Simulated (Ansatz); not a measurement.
Job for Ansatz (a quantum-chemistry and plane-wave program): U-CCSD(T)/def2-TZVPP on H3NSn (SMILES [NH2][SnH]), a point of a bond scan (R = 1.431 Å). Elements past Kr take the def2 small-core potentials; no spin–orbit coupling. The run froze 10 orbitals, filled d shells among them.

Ansatz 0.2 input:
```yaml
crystal:
  periodic: [false, false, false]
  atoms:
    - {symbol: Sn, position_ang: [-0.11927895, 0.17664945, 0.24401699]}
    - {symbol: H, position_ang: [-0.48197746, 1.13019091, -0.75939497]}
    - {symbol: N, position_ang: [0.67637723, -1.05570039, -1.15735305]}
    - {symbol: H, position_ang: [0.70027728, -0.86642154, -2.14802155]}
    - {symbol: H, position_ang: [1.10168186, -1.94472436, -0.94110888]}
basis:
  gaussian:
    orbitals: def2-TZVPP
correlation: {method: ccsd_t, electrons: outside_noble_gas}
scf: {omitted_lower_state_checks: [cluster_reference]}
magnetization: {spin_polarized: true, initial_magnetization: 0}
```

Question: Give the final energy of this run.

Answer: -269.8717 hartree (reference determinant -269.5270, T1 diagnostic 0.018).

Question: How many basis functions does it have, and what does it roughly cost on one machine?

Answer: 123 functions; about 14 core-seconds (a rough figure).
